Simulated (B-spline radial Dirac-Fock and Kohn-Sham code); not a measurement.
Ho⁴⁰⁺: eigenvalues, ΔSCF and the reference

System: holmium as Ho⁴⁰⁺, [Ar] 3d9.

The density-functional columns are spherical, spin-unpolarised Dirac-Kohn-Sham results without Breit or QED terms: −ε is minus the orbital energy of the initial state and ΔSCF the difference of two total energies. The reference in the last column comes from Dirac-Fock (average of configuration) total-energy differences with a finite nucleus, the Breit interaction including its frequency dependence, and self-energy and vacuum-polarisation corrections. All numbers are from a radial atomic solver, in eV; a selection of levels is shown. The Kohn-Sham columns are given as differences from the reference. For the 1s level of heavy atoms much of the gap between ΔSCF and the reference is the Breit and QED part, -250.7 eV here; for other levels the error of the functional can be larger.

```tsv
level	LDA −ε − DF	LDA ΔSCF − DF	Dirac-Fock
K (1s)	-278.5	+239.8	57557.9
L1 (2s)	-172.1	-53.5	11290.1
L2 (2p1/2)	-131.4	+12.2	10818.6
L3 (2p3/2)	-140.1	-9.5	9966.0
M1 (3s)	-88.7	-38.0	3888.5
M2 (3p1/2)	-71.6	-18.5	3687.2
M3 (3p3/2)	-71.1	-20.6	3495.6
M4,5 (3d)	-55.5	+1.2	3147.0
```

Values without a named source are computed, but for edge energies of neutral atoms, which are taken from tables.
